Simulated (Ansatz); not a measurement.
```yaml
crystal:
  periodic: [false, false, false]
  atoms:
    - {symbol: Nb, position_ang: [0.369395, -0.012975, 0.063423]}
    - {symbol: Nb, position_ang: [2.622017, 0.926517, -0.382569]}
    - {symbol: Nb, position_ang: [1.521459, 0.355620, 2.198376]}
basis:
  gaussian: {orbitals: def2-SVP, fitting: {mean_field: def2-universal-jkfit}}
magnetization: {spin_polarized: true, initial_magnetization: 1}
hamiltonian: {xc: {name: B97}}
scf: {omitted_lower_state_checks: [starts]}
```

```sh
$ ansatz run in.yaml --threads 4 --pin off --events-out ev --progress --plain --max-ram 3916MiB
```

Shortened log:

```
Functional definition: B97
765 factors; integrals over basis functions are off by at most 3.7e-2 eV
mean field evaluation 1: about -4626.9213 eV, gradient 5.8e1 eV
mean field evaluation 2: about -4433.5356 eV, gradient 1.5e2 eV
mean field evaluation 4: about -4602.6504 eV, gradient 8.1e1 eV
mean field evaluation 8: about -4643.4419 eV, gradient 8.5e-1 eV
mean field evaluation 16: about -4643.5553 eV, gradient 1.4e-5 eV
mean field -4643.55528997 eV, -170.6475093915 hartree, gradient 4.5e-6 eV, S^2 1.805528; 0 other end points of the search recorded, 0 dependent functions left out
reference -4643.55531131 eV, -170.6475101759 hartree; 20, 19 occupied and 73, 74 virtual orbitals, 765 factors
Total energy: -4643.55531131 eV, -170.6475101759 hartree
Checks for a lower state left out: starts
```

It took 12 s on 4 threads of Arm Neoverse V2 on a shared host.

In the def2 sets Nb takes a core potential; there is no spin–orbit coupling. The charge 0 doublet is spin-contaminated (final ⟨S²⟩ up to 1.81, 0.75 for a pure state).
